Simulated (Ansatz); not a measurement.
C₂H₇AlGeO at its PBE0-D4/def2-TZVP geometry, where that method's forces vanish. Total charge 0; spin multiplicity 1. The bonds changed during the relaxation, so this is another structure than the one it started from.

```xyz
12

C     0.1846    0.6496    1.8896
C     0.0093    0.2098    0.4875
Al    0.8407   -1.3206   -0.6602
O    -0.8118    0.8751   -0.2043
Ge   -0.8111    0.0499   -2.0164
H    -0.0204   -0.1996    2.5498
H     1.2415    0.8933    2.0431
H    -0.4455    1.5016    2.1514
H     0.3142   -2.7550   -0.2068
H     2.3773   -1.0573   -0.9903
H    -2.3378   -0.1704   -2.1832
H    -0.5410    1.3236   -2.8602
```

(1) What forces (eV/Å) does PBE-D4/def2-TZVPP give on these atoms in the Gaussian-basis code of Ansatz? (An estimate is asked.)

Results:

(1) Computed: 
```
C1  -0.029  0.019 -0.037
C2   0.612 -0.578  0.340
Al3  0.002  0.011  0.028
O4  -0.676  0.691 -0.254
Ge5  0.134 -0.277 -0.248
H6  -0.024 -0.163  0.147
H7   0.210  0.039  0.056
H8  -0.128  0.184  0.077
H9  -0.030 -0.103  0.025
H10  0.107  0.010 -0.028
H11 -0.192  0.000 -0.014
H12  0.012  0.168 -0.091
```
